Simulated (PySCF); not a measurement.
Species: C₆H₁₁F₂N.
Atom-mapped SMILES: `[CH3:1][CH2:2][C@@:3]1([CH:4]([F:5])[F:6])[CH2:7][CH2:8][NH:9]1`

Cartesian coordinates in Å at the GFN2-xTB level; atoms count from 1:
```xyz
20
C6H11F2N angstrom
C      2.3178    0.1894    0.3751
C      0.9397    0.2676    1.0236
C     -0.2002   -0.0880    0.0668
C     -0.1501   -1.5731   -0.3076
F     -1.1489   -1.8932   -1.1710
F     -0.3300   -2.3617    0.7806
C     -1.6145    0.3602    0.4896
C     -1.7036    1.0648   -0.8699
N     -0.2780    0.7977   -1.1003
H      2.6014   -0.8364    0.1538
H      2.3224    0.7660   -0.5462
H      3.0636    0.6034    1.0487
H      0.7716    1.2920    1.3578
H      0.8878   -0.3915    1.8925
H      0.7963   -1.8657   -0.7867
H     -2.3259   -0.4445    0.6549
H     -1.6144    1.0306    1.3439
H     -2.3829    0.5765   -1.5732
H     -1.9158    2.1351   -0.8422
H     -0.0414    0.3817   -1.9933
```

Probes without a nucleus sit at each ring's centroid and 1 Å off its mean plane on both sides; NICS is minus the shielding there, NICSzz its component along the normal. Level: GIAO PBE0/pcSseg-1 (PySCF, non-relativistic, gas phase) on the GFN2-xTB geometry, one conformer.

Ring bond lengths (Å), with Mayer bond orders in brackets: C3–C7 1.543 (1.00), C7–C8 1.534 (1.05), C8–N9 1.469 (0.97), N9–C3 1.467 (0.99).

Problem. What do the NICS probes read (ppm)?

Solution. 
```
       ring                                             type  NICS(0)  NICS(1), two faces  NICS(1)zz, two faces  rms pucker (Å)  centre to ring atoms, mean (Å)
C3–C7–C8–N9  4-membered ring with N; formal bonds all single     -2.2           0.4 / 0.1             0.3 / 2.1            0.06                            1.06
```

Problem. What do they say, and how far can they be read as aromaticity?

Solution. 
- C3–C7–C8–N9: mean NICS(1)zz 1.2 ppm, near zero. C3, C7, C8 have four or more neighbours, and the NICS criterion for π rings isn't applied.

Problem. At the first NICS(1) probe listed for ring C3–C7–C8–N9, 1 Å off the ring, what do the in-plane components average?

Solution. The isotropic value is a third of the trace: (3 × 0.4 − (0.3))/2 = 0.5 ppm.

Problem. Give the inner angles of the rings and the Hirshfeld charges of the ring atoms.

Solution. 
- C3–C7–C8–N9: C3 89.7° (+0.042 e), C7 86.8° (-0.080 e), C8 90.0° (-0.029 e), N9 92.1° (-0.172 e); sum 358.5° against 360° for a flat convex ring.
